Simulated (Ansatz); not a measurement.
Compare A (`CO/C=C/[SiH3]`) with its isomer B (`CC1(O)C[SiH2]1`).

Gas-phase electronic energies from Ansatz, PBE0-D4/def2-TZVP geometries. CCSD(T)/CBS adds triple-zeta CCSD(T) − MP2 to the extrapolated MP2 energy (def2 sets, frozen cores). Functionals use def2-TZVPP. B3LYP here is the variant with VWN-RPA as its local correlation; programs differ in this. Each species was taken in one conformer, which may not be the lowest.

A:

```xyz
13

C     0.1104   -1.3989    1.8536
O    -0.9683   -1.2608    0.9560
C    -0.8143   -0.3893   -0.0499
C     0.2423    0.3831   -0.3251
Si    0.2276    1.5175   -1.7783
H    -0.1956   -2.1390    2.5904
H     1.0101   -1.7458    1.3354
H     0.3284   -0.4499    2.3541
H    -1.7107   -0.3787   -0.6638
H     1.1183    0.3412    0.3151
H     0.4048    2.9391   -1.3706
H    -1.0771    1.3797   -2.4812
H     1.3240    1.2016   -2.7356
```

B:

```xyz
13

C     0.3378    0.9214    1.1702
C    -0.1311    0.3389   -0.1346
O    -0.7001    1.2820   -1.0098
C     0.8495   -0.5668   -0.8741
Si   -0.6676   -1.4589   -0.2829
H    -0.4927    1.3647    1.7265
H     1.0849    1.7013    0.9847
H     0.7889    0.1564    1.8068
H    -1.5474    1.5538   -0.6469
H     1.8110   -0.7320   -0.3978
H     0.9208   -0.3632   -1.9383
H    -1.6953   -1.8243   -1.2801
H    -0.5586   -2.3732    0.8763
```

Q: Which isomer does CCSD(T)/CBS put lower? Give the gap. (An estimate is asked.)

A: Ansatz gave: A, by 28.6 kJ/mol.

Q: Give E(B) − E(A) in kJ/mol with CCSD(T)/def2-TZVPP, ωB97M-V, B3LYP-D4, CCSD/def2-TZVPP, B2PLYP, MP2/def2-TZVPP, PBE-D4. (Estimate.)

A: The calculation gave: CCSD(T)/def2-TZVPP 33.4, ωB97M-V 27.5, B3LYP-D4 44.1, CCSD/def2-TZVPP 35.4, B2PLYP 41.7, MP2/def2-TZVPP 23.1, PBE-D4 21.4. None reverses the order clearly.

Q: Does the order hold for the free energy at 298.15 K (harmonic terms from PBE0-D4)? (Best estimate.)

A: The calculation gave: Yes: G(B) − G(A) = +34.5 kJ/mol, for one conformer each.

Largest T1 diagnostic: 0.013.

In def2-TZVPP, CCSD(T) changes the Hartree–Fock value by −40.9 kJ/mol (the triples alone add −2.1 kJ/mol) and MP2 by −51.2 kJ/mol. Leaving LDA and LC-ωPBE aside and taking each functional with its dispersion term where it has one, the values, not all of them listed here, spread over 28.1 kJ/mol, from PBE0-D4 to BLYP-D4. LDA lies −18.0 kJ/mol from PBE without D4.
